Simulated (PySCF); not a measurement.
These are r2SCAN-D4/def2-TZVP in PySCF values and carry that method's errors. Gas-phase values, no solvent. Excitations are Tamm–Dancoff values on a coarser integration grid. The basis has no diffuse functions, so Rydberg states are missing or too high.

Reference species (SMILES): `[SiH3]B([SiH3])[SiH3]` (neutral, multiplicity 1).

```yaml
LUMO: -3.84 eV
S1–T1 gap (TDA): 0.87 eV
S1 excitation (TDA): 3.41 eV
brightest of the four lowest singlets (TDA): 5.34 eV
```

After one change: the LUMO rises by 0.24 eV; the S1–T1 gap (TDA) falls by 0.31 eV; the S1 excitation (TDA) falls by 0.55 eV; the brightest of the four lowest singlets (TDA) falls by 0.56 eV.

### Question
Name the change that produced these shifts. The new species is one of these.
A. `[SiH3]B([SiH3])I`
B. `IB(I)I`
C. `[SiH3]B(I)I`

### Answer
A, `[SiH3]B([SiH3])I`
